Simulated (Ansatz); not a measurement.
A CCSD(T) single point on H₈N₂OSi₂ (`N[Si](N)(O)[SiH3]`).

```yaml
crystal:
  periodic: [false, false, false]
  atoms:
    - {symbol: N, position_ang: [-1.808494, -0.341874, -0.266292]}
    - {symbol: Si, position_ang: [-0.155185, 0.116648, -0.366104]}
    - {symbol: N, position_ang: [0.577758, -1.180987, -1.201798]}
    - {symbol: O, position_ang: [-0.127428, 1.617875, -1.053522]}
    - {symbol: Si, position_ang: [1.034330, 0.433404, 1.628736]}
    - {symbol: H, position_ang: [-2.046008, -1.270635, 0.044225]}
    - {symbol: H, position_ang: [-2.485890, 0.330610, 0.056112]}
    - {symbol: H, position_ang: [1.577657, -1.284870, -1.242752]}
    - {symbol: H, position_ang: [0.119512, -1.623757, -1.982546]}
    - {symbol: H, position_ang: [-0.595349, 1.715827, -1.886173]}
    - {symbol: H, position_ang: [2.498290, 0.582710, 1.386057]}
    - {symbol: H, position_ang: [0.562331, 1.644688, 2.354610]}
    - {symbol: H, position_ang: [0.848485, -0.739627, 2.529439]}
basis:
  gaussian: {orbitals: def2-TZVPP}
correlation: {method: ccsd_t}
```

```sh
$ ansatz run in.yaml --threads 2 --pin off --events-out ev --progress --plain --max-ram 31744MiB --backend cuda --devices 0, --max-vram 18GiB
```

Log, shortened:

```
Functional definition: HF
1680 factors; integrals over basis functions are off by at most 1.1e-3 eV
mean field evaluation 1: about -20851.4366 eV, gradient 5.5e1 eV
mean field evaluation 2: about -20851.6895 eV, gradient 5.6e1 eV
mean field evaluation 4: about -20857.8720 eV, gradient 4.0e0 eV
mean field evaluation 8: about -20857.9559 eV, gradient 3.5e-1 eV
mean field evaluation 16: about -20857.9563 eV, gradient 2.4e-6 eV
mean field -20857.95634665 eV, -766.5157577087 hartree, gradient 2.4e-6 eV, S^2 0.000000; 0 other end points of the search recorded, 0 dependent functions left out
13 core orbitals not correlated: weight in the atoms' cores, before any rotation towards them, 1.000 or more for the frozen orbitals, at most 0.000 for the correlated occupied ones
reference -20857.95634665 eV, -766.5157577087 hartree; 16, 16 occupied and 260, 260 virtual orbitals, 1680 factors
second order -25.02318337 eV of doubles, -0.00000000 eV of singles
cycle   1  -25.59781881 eV  change   -5.7e-1 eV  update   1.0e-1
cycle   2  -26.20272880 eV  change   -6.0e-1 eV  update   3.0e-2
cycle   3  -26.32050614 eV  change   -1.2e-1 eV  update   1.5e-2
cycle   4  -26.30680989 eV  change    1.4e-2 eV  update   3.7e-3
cycle   5  -26.30620656 eV  change    6.0e-4 eV  update   1.7e-3
cycle   6  -26.30654985 eV  change   -3.4e-4 eV  update   4.8e-4
cycle   7  -26.30619444 eV  change    3.6e-4 eV  update   1.8e-4
cycle   8  -26.30613881 eV  change    5.6e-5 eV  update   5.5e-5
cycle   9  -26.30615555 eV  change   -1.7e-5 eV  update   2.1e-5
perturbative correction -0.96571586 eV, -0.0354894034 hartree
Total energy: -20885.22821806 eV, -767.5179804975 hartree
```

Run time 3.5 s (2 threads of an AMD EPYC 7R13 on a shared host and a share of an NVIDIA H100 80 GB); peak host memory 0.84 GiB.

MP2 recovers 91.8 % of the CCSD(T) correlation energy and the triples give 3.5 %; T1 = 0.0117.
